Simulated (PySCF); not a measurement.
SMILES C[Si](C)(C)[InH2] (GFN2-xTB optimised geometry):

```
16

In    -1.183    -1.900    -2.151
H     -1.637    -3.630    -2.290
H     -1.492    -1.153    -3.752
Si    -0.295    -0.687     0.000
C     -0.952     1.114     0.000
C      1.624    -0.687     0.000
C     -0.951    -1.624     1.538
H     -0.546     1.707     0.814
H     -0.693     1.607    -0.934
H     -2.037     1.124     0.087
H      2.003    -0.184    -0.887
H      2.004    -1.707    -0.009
H      2.037    -0.185     0.870
H     -0.686    -2.677     1.476
H     -2.036    -1.560     1.589
H     -0.549    -1.233     2.468
```

Computed with PySCF 2.14.0 with CAM-B3LYP/def2-TZVP, def2 effective core potentials past Kr.

Task: What are the frontier orbital energies and the dipole moment?

Result: HOMO-2 -10.04 eV, HOMO-1 -8.77 eV, HOMO -7.99 eV, LUMO -1.06 eV, LUMO+1 1.03 eV; dipole moment 2.17 D.

On the same geometry PBE/def2-TZVP, def2 effective core potentials past Kr (PySCF) gives HOMO-2 -7.38 eV, HOMO-1 -6.27 eV, HOMO -5.77 eV, LUMO -2.58 eV, LUMO+1 -0.65 eV; dipole moment 2.24 D.
